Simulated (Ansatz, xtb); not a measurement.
**CuFH3InSi: which of two structures lies lower**

Structure X is a singlet given by its coordinates and structure Y is a singlet given by its coordinates. Both are isolated molecules in the gas phase, relaxed with PBE-D3(BJ)/def2-SVP.

X (Å):

| atom | x (Å) | y (Å) | z (Å) |
| --- | --- | --- | --- |
| Cu | -1.0008 | -0.2130 | 1.9208 |
| F | -3.2607 | 1.6173 | 0.7041 |
| In | -3.3572 | 0.0947 | 2.9043 |
| Si | -1.6403 | 1.2348 | 0.2524 |
| H | -1.1214 | -1.0843 | 3.2344 |
| H | -1.7809 | 0.7603 | -1.1809 |
| H | -0.9875 | 2.5962 | 0.1113 |

Close contacts (Å): Cu1–In3 2.57, Cu1–Si4 2.30, F2–Si4 1.73, Cu1–H5 1.58, Si4–H6 1.52, Si4–H7 1.52.

Y (Å):

```xyz
7

Cu    1.3569    1.4037    1.0622
F     3.2309    1.2714    1.4920
In    2.8901   -0.8082    0.8255
Si   -0.7436    0.9582    0.4145
H    -0.9426   -0.4809   -0.0286
H    -1.2126    1.7871   -0.7641
H    -1.7796    1.1682    1.5004
```

Close contacts (Å): Cu1–F2 1.93, Cu1–In3 2.70, Cu1–Si4 2.24, F2–In3 2.21, Si4–H5 1.52, Si4–H6 1.52, Si4–H7 1.52.

Problem. Which of the two would you expect CCSD(T)/def2-SVP + ΔMP2/def2-TZVPP electronic energies to favour?

Solution. Too close to call at this level: CCSD(T)/def2-SVP + ΔMP2/def2-TZVPP gives E(Y) − E(X) = −0.24 kcal/mol.

Level by level:

```csv
level,geometry,E(Y) − E(X) (kcal/mol),departure from the last row (kcal/mol),"job, with rough time for the two"
PBE-D3(BJ)/def2-SVP,PBE-D3(BJ)/def2-SVP,−6.14,−5.89,"optimisation, 19 s"
HF/def2-SVP,PBE-D3(BJ)/def2-SVP,−11.65,−11.41,part of the CCSD(T) run
MP2/def2-SVP,PBE-D3(BJ)/def2-SVP,−7.64,−7.39,part of the CCSD(T) run
CCSD(T)/def2-SVP,PBE-D3(BJ)/def2-SVP,−8.49,−8.25,single point
CCSD(T)/def2-SVP + ΔMP2/def2-TZVPP,PBE-D3(BJ)/def2-SVP,−0.24,,"single point, 33 s"
```

The largest departure from CCSD(T)/def2-SVP + ΔMP2/def2-TZVPP is that of HF/def2-SVP, 11.41 kcal/mol. Levels run at GFN2-xTB geometries aren't shown. The last row adds to CCSD(T) the change of the MP2 difference between the two basis sets, here +8.25 kcal/mol, a large step that makes the value less sure.

With harmonic frequencies from PBE-D3(BJ)/def2-SVP (ideal gas, rigid rotor, one conformer each, 298.15 K, 1 atm): on the last row, ΔE + ΔZPE = +0.34 kcal/mol. A mode under 50 cm⁻¹ makes harmonic enthalpies and free energies unreliable, so none is given.

The T1 diagnostic of structures X and Y is large, so the coupled-cluster value is less sure. The correlated steps freeze 15 core orbitals; the filled d shell of In is correlated; the last core shell of Cu is correlated, in a basis made for valence electrons. Atoms past krypton carry core potentials in the def2 sets and no spin–orbit term is included. Codes used: Ansatz 0.2.0; the last row on 2 threads of Intel(R) Xeon(R) 6975P-C (Granite Rapids) on a shared host.
